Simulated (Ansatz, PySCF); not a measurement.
C4H9Al, SMILES C=[CH][AlH][CH2]C. Atoms are numbered in the order given.

```xyz
14

Al    -0.5445     0.4905     0.8693
H     -0.9995     1.1090     2.2625
C      0.8643     1.3192    -0.2366
C      2.1642     0.4962    -0.3478
H      1.0928     2.3277     0.1520
H      0.4510     1.4823    -1.2508
H      1.9792    -0.5108    -0.7575
H      2.6483     0.3570     0.6340
H      2.9092     0.9800    -1.0030
C     -1.3833    -1.1501     0.2209
C     -1.0932    -1.6558    -0.9930
H     -2.1221    -1.7096     0.8139
H     -1.5543    -2.5717    -1.3870
H     -0.3717    -1.1738    -1.6657
```
Charge 0, spin multiplicity 1.

The structure is a stationary point at B3LYP-D3(BJ)/def2-SVP. The structure was generated by enumeration; whether it is a known compound was not checked. The values are those of a single conformer.

Two levels are set side by side: PBE-D3(BJ)/def2-SVP (Ansatz, a first-principles code) and B3LYP-D3(BJ)/def2-SVP (Ansatz). Each level has its own optimised geometry; the coordinates shown are those of the second. Frequencies come from the Hessian of PySCF at each geometry. Differences are taken from unrounded values.

```csv
quantity,B3LYP-D3(BJ),PBE-D3(BJ),PBE-D3(BJ) minus B3LYP-D3(BJ)
mean bond length (Å),1.325,1.333,0.008
bond Al1–C3 (Å),1.973,1.982,0.008
bond Al1–C10 (Å),1.953,1.962,0.009
bond C3–C4 (Å),1.543,1.543,0.000
bond C10–C11 (Å),1.347,1.355,0.008
bond Al1–H2 (Å),1.591,1.607,0.016
bond C3–H5 (Å),1.105,1.112,0.007
bond C3–H6 (Å),1.107,1.115,0.007
bond C4–H7 (Å),1.103,1.110,0.008
bond C4–H8 (Å),1.104,1.111,0.007
bond C4–H9 (Å),1.104,1.111,0.008
bond C10–H12 (Å),1.100,1.108,0.008
bond C11–H13 (Å),1.099,1.107,0.008
bond C11–H14 (Å),1.098,1.106,0.009
highest harmonic wavenumber (cm⁻¹),3172,3105,-67
mean harmonic wavenumber (cm⁻¹),1373,1336,-36
zero-point energy (kcal/mol),70.64,68.78,-1.87
```

Exact exchange shortens and stiffens bonds; PBE has none. Differences between two approximate levels are no errors against the true value.
